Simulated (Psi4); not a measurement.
CHAlClNO, singlet, at a GFN2-xTB geometry (such geometries of metal compounds can be far from the true shape); MP3/def2-SVP (Psi4).

Input for Psi4:
```
memory 2 GB

molecule {
0 1
  Al   -0.38930082   -0.75668200    0.50259179
  Cl    1.32440626   -1.08909672    1.50299283
  H    -1.65416971   -1.56624401    0.68938564
  N    -0.53676145    0.55434474   -0.70819965
  C    -0.74892359    1.39477249   -1.53303043
  O    -0.94361930    2.20858827   -2.32729712
}

set basis def2-svp
set freeze_core true

energy('mp3')
print_variables()
```

Output, abridged:

```
    Information: MP3 default algorithm changed to DF in August 2020. Use `set mp_type conv` for previous behavior.
    For method 'MP3', SCF Algorithm Type (re)set to DISK_DF.

   => Loading Basis Set <=

    Name: DEF2-SVP
    Role: ORBITAL
    Keyword: BASIS

         ---------------------------------------------------------
                                   SCF
               by Justin Turney, Rob Parrish, Andy Simmonett
                          and Daniel G. A. Smith
                              RHF Reference
         ---------------------------------------------------------

  ==> Geometry <==

    Molecular point group: c1
    Full point group: C1

    Geometry (in Angstrom), charge = 0, multiplicity = 1:

       Center              X                  Y                   Z               Mass
    ------------   -----------------  -----------------  -----------------  -----------------
         AL          -0.413552984609    -0.754267410890     0.490442353862    26.981538530000
         CL           1.300154095391    -1.086682130890     1.490843393862    34.968852682000
         H           -1.678421874609    -1.563829420890     0.677236203862     1.007825032230
         N           -0.561013614609     0.556759329110    -0.720349086138    14.003074004430
         C           -0.773175754609     1.397187079110    -1.545179866138    12.000000000000
         O           -0.967871464609     2.211002859110    -2.339446556138    15.994914619570

  Running in c1 symmetry.

  Rotational constants: A =      0.51700  B =      0.03887  C =      0.03615 [cm^-1]
  Rotational constants: A =  15499.24530  B =   1165.21463  C =   1083.74033 [MHz]
  Nuclear repulsion =  219.914184636369356

  Charge       = 0
  Multiplicity = 1
  Electrons    = 52
  Nalpha       = 26
  Nbeta        = 26

  ==> Algorithm <==

  SCF Algorithm Type is DISK_DF.
  DIIS enabled.
  MOM disabled.
  Fractional occupation disabled.
  Guess Type is SAD.
  Energy threshold   = 1.00e-08
  Density threshold  = 1.00e-08
  Integral threshold = 1.00e-12

  ==> Primary Basis <==

  Basis Set: DEF2-SVP
    Blend: DEF2-SVP
    Number of shells: 37
    Number of basis functions: 83
    Number of Cartesian functions: 88
    Spherical Harmonics?: true
    Max angular momentum: 2

   => Loading Basis Set <=

    Name: (DEF2-SVP AUX)
    Role: JKFIT
    Keyword: DF_BASIS_SCF

  ==> Integral Setup <==

  ==> DiskDFJK: Density-Fitted J/K Matrices <==

    J tasked:                  Yes
    K tasked:                  Yes
    wK tasked:                  No
    Integrals threads:           1
    Algorithm:                Core
    Integral Cache:           SAVE
    Schwarz Cutoff:          1E-12
    Fitting Condition:       1E-10

   => Auxiliary Basis Set <=

  Basis Set: (DEF2-SVP AUX)
    Blend: DEF2-UNIVERSAL-JKFIT
    Number of shells: 157
    Number of basis functions: 503
    Number of Cartesian functions: 605
    Spherical Harmonics?: true
    Max angular momentum: 4

  Minimum eigenvalue in the overlap matrix is 3.0388114303E-03.
  Reciprocal condition number of the overlap matrix is 7.3179185718E-04.
    Using symmetric orthogonalization.

  ==> Pre-Iterations <==

  SCF Guess: Superposition of Atomic Densities via on-the-fly atomic UHF (no occupation information).

   -------------------------
    Irrep   Nso     Nmo
   -------------------------
     A         83      83
   -------------------------
    Total      83      83
   -------------------------

  ==> Iterations <==

                           Total Energy        Delta E     RMS |[F,P]|

   @DF-RHF iter SAD:  -867.95373174374151   -8.67954e+02   0.00000e+00
   @DF-RHF iter   1:  -868.87426569821218   -9.20534e-01   5.91502e-03 DIIS/ADIIS
   @DF-RHF iter   2:  -868.93413170903671   -5.98660e-02   3.57227e-03 DIIS/ADIIS
   @DF-RHF iter   3:  -868.96726397625628   -3.31323e-02   3.29283e-04 DIIS/ADIIS
   @DF-RHF iter   4:  -868.96764481216951   -3.80836e-04   8.21248e-05 DIIS
   @DF-RHF iter   5:  -868.96768199990765   -3.71877e-05   1.89811e-05 DIIS
   @DF-RHF iter   6:  -868.96768491353464   -2.91363e-06   4.65866e-06 DIIS
   @DF-RHF iter   7:  -868.96768514367125   -2.30137e-07   2.07565e-06 DIIS
   @DF-RHF iter   8:  -868.96768517994599   -3.62747e-08   1.17541e-06 DIIS
   @DF-RHF iter   9:  -868.96768519630405   -1.63581e-08   4.53771e-07 DIIS
   @DF-RHF iter  10:  -868.96768520002513   -3.72108e-09   1.23639e-07 DIIS
   @DF-RHF iter  11:  -868.96768520028036   -2.55227e-10   2.82138e-08 DIIS
   @DF-RHF iter  12:  -868.96768520028695   -6.59384e-12   7.03123e-09 DIIS
  Energy and wave function converged.

  ==> Post-Iterations <==

    Orbital Energies [Eh]
    ---------------------

    Doubly Occupied:

[...]
    Virtual:

[...]
    Final Occupation by Irrep:
              A
    DOCC [    26 ]
    NA   [    26 ]
    NB   [    26 ]

  @DF-RHF Final Energy:  -868.96768520028695

   => Energetics <=

    Nuclear Repulsion Energy =            219.9141846363693560
    One-Electron Energy =               -1638.2115768982748705
    Two-Electron Energy =                 549.3297070616185920
    Total Energy =                       -868.9676852002869509

Computation Completed

Properties will be evaluated at   0.000000,   0.000000,   0.000000 [a0]

Properties computed using the SCF density matrix

 Multipole Moments:

 ------------------------------------------------------------------------------------
     Multipole            Electronic (a.u.)      Nuclear  (a.u.)        Total (a.u.)
 ------------------------------------------------------------------------------------

 L = 1.  Multiply by 2.5417464519 to convert [e a0] to [Debye]
 Dipole X            :          2.2831045           -2.3831574           -0.1000529
 Dipole Y            :         -0.8171559            0.2372715           -0.5798845
 Dipole Z            :          1.6610568           -1.1938737            0.4671831
 Magnitude           :                                                    0.7513565

[...]
  DIE_IF_NOT_CONVERGED          => (empty)
[...]
  LINEQ_SOLVER                  => (empty)
  LITERAL_CFOUR                 => (empty)
  LS_THC_BASIS_TOLERANCE        => (empty)
  LS_THC_DF                     => (empty)
  LS_THC_PRUNING_SCHEME         => (empty)
  LS_THC_RADIAL_POINTS          => (empty)
  LS_THC_SPHERICAL_POINTS       => (empty)
  LS_THC_S_EPSILON              => (empty)
  LS_THC_WEIGHTS_TOLERANCE      => (empty)
  MAT_NUM_COLUMN_PRINT          => (empty)
  MAX_MOGRAD_CONVERGENCE        => (empty)
  MAX_RADIAL_MOMENT             => (empty)
  MBIS_D_CONVERGENCE            => (empty)
  MBIS_MAXITER                  => (empty)
  MBIS_PRUNING_SCHEME           => (empty)
  MBIS_RADIAL_POINTS            => (empty)
  MBIS_SPHERICAL_POINTS         => (empty)
  MOLDEN_WITH_VIRTUAL           => (empty)
  MOLDEN_WRITE                  => (empty)
  MO_DIIS_NUM_VECS              => (empty)
  MO_MAXITER                    => (empty)
  MO_STEP_MAX                   => (empty)
  MP2_AMP_TYPE                  => (empty)
  MP2_OS_SCALE                  => (empty)
  MP2_SOS_SCALE                 => (empty)
  MP2_SOS_SCALE2                => (empty)
  MP2_SS_SCALE                  => (empty)
  MP2_TYPE                      => (empty)
  MP_TYPE                       => (empty)
  NAT_ORBS                      => FALSE           !
  NUM_FROZEN_DOCC               => (empty)
  NUM_FROZEN_UOCC               => (empty)
  NUM_GPUS                      => (empty)
  OCC_ORBS_PRINT                => (empty)
  OEPROP                        => (empty)
  OO_SCALE                      => (empty)
  OPT_METHOD                    => (empty)
  ORBITAL_OPTIMIZER_PACKAGE     => (empty)
  ORB_OPT                       => FALSE           !
  ORB_RESP_SOLVER               => (empty)
  ORTH_TYPE                     => (empty)
  PARENT_SYMMETRY               => (empty)
  PCG_BETA_TYPE                 => (empty)
  PCG_CONVERGENCE               => (empty)
  PCG_MAXITER                   => (empty)
  PCM                           => (empty)
  PE                            => (empty)
  PPL_TYPE                      => (empty)
  PRINT                         => (empty)
  PRINT_NOONS                   => (empty)
  PROPERTIES                    => (empty)
  PROPERTIES_ORIGIN             => (empty)
  PUREAM                        => (empty)
  QCHF                          => (empty)
  QC_MODULE                     => (empty)
  RAS1                          => (empty)
  RAS2                          => (empty)
  RAS3                          => (empty)
  RAS4                          => (empty)
  READ_SCF_3INDEX               => (empty)
  REGULARIZATION                => (empty)
  REG_PARAM                     => (empty)
  RELATIVISTIC                  => (empty)
  REMP_A                        => (empty)
  RESTRICTED_DOCC               => (empty)
  RESTRICTED_UOCC               => (empty)
  RMS_MOGRAD_CONVERGENCE        => (empty)
  R_CONVERGENCE                 => (empty)
  SCF_TYPE                      => DISK_DF         !
  SCREENING                     => (empty)
  SCS_TYPE                      => (empty)
  SOCC                          => (empty)
  SOS_TYPE                      => (empty)
  TRIPLES_IABC_TYPE             => (empty)
  WFN                           => (empty)
  WFN_TYPE                      => DF-OMP3         !
  WRITER_FILE_LABEL             => (empty)
  ZORA_BASIS_TOLERANCE          => (empty)
  ZORA_NR_DEBUG                 => (empty)
  ZORA_PRUNING_SCHEME           => (empty)
  ZORA_RADIAL_POINTS            => (empty)
  ZORA_SPHERICAL_POINTS         => (empty)

	For this residual convergence, default PCG convergence is:     1.00e-07
	For this energy convergence, default residual convergence is:     3.16e-07

 ==============================================================================
 ==============================================================================
 ==============================================================================

                     DF-MP3
              Program Written by Ugur Bozkaya
              Latest Revision September 9, 2017

 ==============================================================================
 ==============================================================================
 ==============================================================================

	MO spaces...

	 FC   OCC   VIR   FV
	----------------------
	 13   13    57    0

	Number of basis functions in the DF-CC basis: 282

	Total memory requirement for DF+CC int:     25.70 MB

	Computing DF-MP2 energy ...
	=======================================================================
	Nuclear Repulsion Energy (a.u.)    :   219.91418463636933
	DF-HF Energy (a.u.)                :  -868.96768520028695
	REF Energy (a.u.)                  :  -868.96768520028695
	DF-MP2 Correlation Energy (a.u.)   :    -0.64041274713064
	DF-MP2 Total Energy (a.u.)         :  -869.60809794741760
	=======================================================================

	=======================================================================
	================ MP3 FINAL RESULTS ====================================
	=======================================================================
	Nuclear Repulsion Energy (a.u.)    :   219.91418463636933
	SCF Energy (a.u.)                  :  -868.96768520028695
	REF Energy (a.u.)                  :  -868.96768520028695
	3rd Order Energy (a.u.)            :    -0.00974670797427
	DF-MP2.5 Correlation Energy (a.u.) :    -0.64528610111779
	DF-MP2.5 Total Energy (a.u.)       :  -869.61297130140474
	DF-MP3 Correlation Energy (a.u.)   :    -0.65015945510498
	DF-MP3 Total Energy (a.u.)         :  -869.61784465539188
	=======================================================================

  Variable Map:
  ----------------------------------------------------------------------------
[...]
  Array Variable Map:
  ----------------------------------------------------------------------------
[...]
[...]
```
